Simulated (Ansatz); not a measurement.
`[F][GeH2][SH]` + `[NH2][Al]([SH])[CH2]F` → `F[CH2][GeH2][SH]` + `[NH2][Al]([F])[SH]`  (redistribution)

Computed with Ansatz on PBE0-D4/def2-TZVP structures; ΔE is electronic, products minus reactants. CCSD(T)/CBS adds triple-zeta CCSD(T) − MP2 to the extrapolated MP2 energy (def2 sets, frozen cores). Functionals use def2-TZVPP. B3LYP here is the variant with VWN-RPA as its local correlation; programs differ in this. For Ge outer-core shells are correlated without core-valence functions, which leaves a few kJ/mol of doubt a bond. Scalar relativity is left out up to krypton. One conformer a species, not always the lowest.

| level | ΔE (kJ/mol) | difference from CCSD(T)/CBS |
| --- | --- | --- |
| PBE-D4 | -106.9 | 13.3 |
| r2SCAN-D4 | -113.2 | 7.0 |
| PBE0-D4 | -111.8 | 8.4 |
| B3LYP-D4 | -111.4 | 8.8 |
| ωB97X-V | -110.2 | 10.0 |
| ωB97M-V | -111.4 | 8.8 |
| B2PLYP | -114.2 | 6.0 |
| PBE | -106.0 | 14.2 |
| r2SCAN | -113.2 | 7.0 |
| PBE0 | -111.1 | 9.1 |
| B3LYP | -109.9 | 10.3 |
| HF/def2-TZVPP | -112.1 | 8.1 |
| MP2/def2-TZVPP | -123.2 | -3.0 |
| SCS-MP2/def2-TZVPP | -118.9 | 1.3 |
| CCSD/def2-TZVPP | -119.9 | 0.3 |
| CCSD(T)/def2-TZVPP | -119.0 | 1.2 |
| HF/def2-QZVPP | -111.5 | 8.7 |
| MP2/def2-QZVPP | -123.6 | -3.4 |
| SCS-MP2/def2-QZVPP | -119.2 | 1.0 |
| HF/CBS(def2) | -111.4 | 8.8 |
| MP2/CBS(def2) | -124.3 | -4.1 |
| CCSD/CBS(def2) | -121.1 | -0.9 |
| CCSD(T)/CBS | -120.2 | 0 |

Largest T1 diagnostic among the species: 0.012.

In def2-TZVPP, CCSD(T) changes the Hartree–Fock value by −6.9 kJ/mol (the triples alone add +0.9 kJ/mol) and MP2 by −11.1 kJ/mol. From PBE to PBE0 (25 % exact exchange), in def2-TZVPP and without D4, ΔE moves by −5.1 kJ/mol.
